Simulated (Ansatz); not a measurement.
Consider the redistribution: `OB(O)O` + `F[SiH2]C[SiH2]Cl` → `OB(O)[SiH2]F` + `OC[SiH2]Cl`.

Program: Ansatz. Geometries: PBE0-D4/def2-TZVP. ΔE: electronic, gas phase. CBS: MP2 limit from def2 TZ/QZ plus the TZ coupled-cluster correction, frozen cores. This one scheme is used for every species. Functionals use def2-TZVPP. Each species was taken in one conformer, which may not be the lowest.

```json
{"level": "PBE0-D4", "ΔE (kcal/mol)": "64.7"}
{"level": "PBE0", "ΔE (kcal/mol)": "64.4"}
```

(1) What does CCSD(T)/CBS give? (An estimate is asked.)

Largest T1 diagnostic among the species: 0.013.

Answers

(1) The calculation gave: +67.3 kcal/mol. The listed levels differ from it by -2.6, -2.9 kcal/mol.

From PBE to PBE0 (25 % exact exchange), in def2-TZVPP and without D4, ΔE moves by +3.8 kcal/mol.
